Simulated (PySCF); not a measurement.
stibine cation (H3Sb), SMILES [SbH3] (connectivity only; charge and spin as stated), charge +1, multiplicity 2.

Geometry optimised at B3LYP-D3(BJ)/def2-TZVPD. The multiplicity is an assumed one; other spin states were not compared. The def2 effective core potentials stand for the cores of Sb; spin–orbit coupling is left out.

Computed with M06-2X/def2-TZVPD in PySCF.

The molecule is in vacuum.

Q: Estimate the frontier levels, dipole moment and polarisability. (An estimate is asked for; the answer gives what the named calculation found.)

A: 
```
Property                                                           Result
------------------------------------------------  -----------------------
α spin, highest occupied and lowest empty level       -15.51 and -5.56 eV
β spin, highest occupied and lowest empty level      -18.08 and -10.16 eV
dipole moment about the centre of nuclear charge                   0.21 D
mean static polarisability                           32.2 bohr³ (4.77 Å³)
polarisability, principal values                   26.9, 34.8, 34.8 bohr³
⟨S²⟩                                              0.753 (pure state 0.75)
```
